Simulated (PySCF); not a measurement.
Job file and geometry (Å, from GFN2-xTB) of a spin–spin coupling run on `[GeH3][O]c1c[n-]cn1`, [C₃H₅GeN₂O]-, B3LYP/pcJ-1 Ge:pcSseg-1 indirect spin-spin coupling, non-relativistic, gas phase in PySCF; density fitting, a coarse starting grid and PySCF grid level 2 are the driver's defaults:

```
$ OMP_NUM_THREADS=1 python probes_run.py task.json out

{"job": {"kind": "j", "xc": "B3LYP", "basis": "pcJ-1"}, "charge": -1, "multiplicity": 1}
Ge     1.983976    -0.119446     0.159855
O      0.931329     0.458060    -1.153421
C     -0.320042     0.268799    -0.624218
C     -1.598115     0.479168    -1.047036
N     -2.442654     0.079895    -0.041315
C     -1.635456    -0.341845     0.914942
N     -0.326828    -0.253557     0.622982
H      1.986051    -1.602744     0.404971
H      2.047026     0.745125     1.387994
H      3.339482     0.135149    -0.532279
H     -1.968685     0.877823    -1.975457
H     -1.994885    -0.727113     1.856954
```

**Question.** What does the program print?

**Answer.** 
```
coarse grid: 50736 points
cycle   1  E = -2378.7503529109  dE =  6.432e-01  |g| = 1.204e+00  |ddm| = 3.411e+00
cycle   2  E = -2378.4738477691  dE =  2.765e-01  |g| = 1.704e+00  |ddm| = 2.246e+00
cycle   3  E = -2378.9065576567  dE = -4.327e-01  |g| = 3.244e-01  |ddm| = 1.611e+00
cycle   4  E = -2378.9228033354  dE = -1.625e-02  |g| = 1.225e-01  |ddm| = 2.828e-01
cycle   5  E = -2378.9252546111  dE = -2.451e-03  |g| = 3.782e-02  |ddm| = 1.156e-01
cycle   6  E = -2378.9255148931  dE = -2.603e-04  |g| = 1.207e-02  |ddm| = 3.331e-02
cycle   7  E = -2378.9255420100  dE = -2.712e-05  |g| = 4.061e-03  |ddm| = 1.301e-02
cycle   8  E = -2378.9255455741  dE = -3.564e-06  |g| = 1.151e-03  |ddm| = 3.976e-03
final grid: 106720 points
cycle   9  E = -2378.9255278014  dE =  5.688e-07  |g| = 2.054e-03  |ddm| = 2.705e-03
cycle  10  E = -2378.9255250861  dE =  2.715e-06  |g| = 4.119e-03  |ddm| = 4.519e-03
cycle  11  E = -2378.9255286444  dE = -3.558e-06  |g| = 3.885e-04  |ddm| = 3.165e-03
cycle  12  E = -2378.9255286752  dE = -3.076e-08  |g| = 4.286e-05  |ddm| = 3.158e-04
cycle  13  E = -2378.9255286755  dE = -3.729e-10  |g| = 1.686e-05  |ddm| = 5.244e-05
converged SCF energy = -2378.9255286755

Indirect spin-spin couplings (Hz)
  i      j    bonds     total        FC       PSO       DSO        SD
  1 O    2 C    1     23.226    21.993     1.474    -0.241         -
  1 O    3 C    2     -8.215    -9.418     1.215    -0.012         -
  1 O    4 N    3     -1.181    -0.703    -0.436    -0.017    -0.025
  1 O    5 C    3     -2.846    -3.077     0.187     0.045         -
  1 O    6 N    2      3.768     4.268    -0.728     0.015     0.213
  1 O    7 H    2      0.542     0.234    -0.210     0.519         -
  1 O    8 H    2      0.541     0.232    -0.210     0.519         -
  1 O    9 H    2    -24.531   -24.654     0.017     0.106         -
  1 O   10 H    3      1.367     1.289     0.103    -0.026         -
  1 O   11 H    4      0.202     0.169    -0.195     0.228         -
  2 C    3 C    1     90.393    95.928    -5.938     0.404         -
  2 C    4 N    2      0.355     0.356     0.093    -0.018    -0.076
  2 C    5 C    2      9.694     9.082     0.526     0.086         -
  2 C    6 N    1     -6.168   -10.290     4.724    -0.172    -0.430
  2 C    7 H    3     -0.965    -0.664    -0.065    -0.236         -
  2 C    8 H    3     -0.965    -0.663    -0.065    -0.236         -
  2 C    9 H    3      2.250     2.863     0.253    -0.866         -
  2 C   10 H    2     13.163    13.995    -0.671    -0.161         -
  2 C   11 H    3      7.546     7.600     0.443    -0.497         -
  3 C    4 N    1      1.219    -2.621     4.108    -0.103    -0.166
  3 C    5 C    2     -0.950    -1.052     0.087     0.015         -
  3 C    6 N    2     -3.723    -3.781     0.095    -0.009    -0.029
  3 C    7 H    4      0.728     0.847     0.198    -0.317         -
  3 C    8 H    4      0.728     0.847     0.198    -0.317         -
  3 C    9 H    4     -0.386    -0.157     0.267    -0.496         -
  3 C   10 H    1    180.111   178.116     0.863     1.132         -
  3 C   11 H    3      8.608     8.818     0.429    -0.639         -
  4 N    5 C    1     -0.407    -5.302     5.827    -0.103    -0.829
  4 N    6 N    2     -1.338    -0.335    -1.140    -0.005     0.141
  4 N   10 H    2    -11.378   -12.029     0.526     0.131    -0.005
  4 N   11 H    2    -14.566   -15.419     0.705     0.162    -0.014
  5 C    6 N    1     -2.637    -6.636     4.397    -0.133    -0.264
  5 C    7 H    5      1.426     1.390     0.116    -0.080         -
  5 C    8 H    5      1.426     1.390     0.116    -0.080         -
  5 C    9 H    5     -0.374     0.005     0.267    -0.646         -
  5 C   10 H    3     13.567    13.686     0.510    -0.628         -
  5 C   11 H    1    191.388   189.761     0.419     1.208         -
  6 N    7 H    4     -7.770    -7.762     0.154    -0.157    -0.006
  6 N    8 H    4     -7.761    -7.752     0.154    -0.157    -0.006
  6 N    9 H    4     -5.497    -5.876    -0.069     0.446     0.002
  6 N   10 H    3     -0.752    -0.902    -0.091     0.221     0.020
  6 N   11 H    2    -13.350   -13.913     0.514     0.080    -0.030
  7 H    8 H    2     12.521    16.907     1.252    -5.638         -
  7 H    9 H    2     24.483    26.994     0.714    -3.226         -
  7 H   10 H    5     -0.521    -0.116     0.969    -1.374         -
  8 H    9 H    2     24.464    26.977     0.714    -3.226         -
  8 H   10 H    5     -0.521    -0.116     0.969    -1.374         -
  9 H   10 H    5     -0.555     0.019     0.792    -1.366         -
  9 H   11 H    6     -1.163    -0.041     0.933    -2.056         -
 10 H   11 H    4      0.394     0.485     2.235    -2.326         -
```

Size and cost of the density-fitted run: 253 basis functions, 2.5 min wall time (2.1 min CPU) on 1 thread of an Intel Xeon, shared host; peak memory 1 GiB.
